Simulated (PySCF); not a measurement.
Some computed properties have been withheld. Give your best values.

C3H12ClNSi4.
Atom-mapped SMILES: `[CH:1]#[C:2][Si@@H:3]([SiH2:4][Cl:5])[Si@@H:6]([SiH3:7])[NH:8][CH3:9]` (hydrogens: H10 on C1; H11 on Si3; H12, H13 on Si4; H14 on Si6; H15, H16, H17 on Si7; H18 on N8; H19, H20, H21 on C9)

Conformer (atom-mapped SMILES and torsion angles): `[CH:1]#[C:2][Si@@H:3]([SiH2:4][Cl:5])[Si@@H:6]([SiH3:7])[NH:8][CH3:9]`: C2–Si3–Si4–Cl5 170°, C2–Si3–Si6–Si7 159°, Si3–Si6–N8–C9 -171°.

```tsv
property	level	value
point group of the GFN2-xTB geometry	GFN2-xTB	?
rotational constants A, B, C of the GFN2-xTB geometry	GFN2-xTB	0.674, 0.533, 0.388 GHz
dipole moment	PBE0/pcSseg-1	?
HOMO energy	PBE0/pcSseg-1	-6.80 eV
LUMO energy	PBE0/pcSseg-1	?
13C chemical shifts (computed TMS as zero) by class	GIAO PBE0/pcSseg-1	108.0 (C1), 83.1 (C2), 37.2 (C9) ppm
1H chemical shifts (computed TMS as zero) by class	GIAO PBE0/pcSseg-1	?
isotropic shieldings of nuclei other than C and H, by class	GIAO PBE0/pcSseg-1	?
```

Gas-phase values; electronic properties from PySCF, density fitting. One conformer (not necessarily the lowest) at the GFN2-xTB geometry, without solvent or vibrations. NMR classes are plain means over equivalent atoms (diastereotopic ones count apart unless rotation or inversion swaps them), as if these changed places fast; in this geometry the members of some classes differ.

(1) The LUMO energy?

(2) Give the isotropic shieldings of nuclei other than C and H, by class.

(3) The point group of the GFN2-xTB geometry?

(4) The 1H chemical shifts (computed TMS as zero) by class?

(5) The dipole moment?

Results:

(1) -1.16 eV.

(2) 258 (N8), 381 (Si4), 386 (Si6), 451 (Si3), 465 (Si7), 1046 (Cl5) ppm.

(3) C1.

(4) 5.76 (H14), 5.47 (H13), 5.35 (H12), 4.46 (H11), 3.61 (H15/H16/H17), 2.82 (H19/H20/H21), 1.97 (H10), -0.29 (H18) ppm.

(5) 2.50 D.

A dipole of 2.50 D is allowed in C1, and pure rotational transitions are dipole-allowed. The dipole equals about 8.3 × 10⁻³⁰ C·m (1 D = 3.33564 × 10⁻³⁰ C·m). The rotational constants make it an asymmetric top with κ = (2B − A − C)/(A − C) = 0.0, midway between the prolate (−1) and oblate (+1) limits. With B = h/(8π²I), that is 505.379 GHz u Å² over I, the principal moments of inertia are 750.0, 948.6 and 1303.2 u Å² (most abundant isotopes).
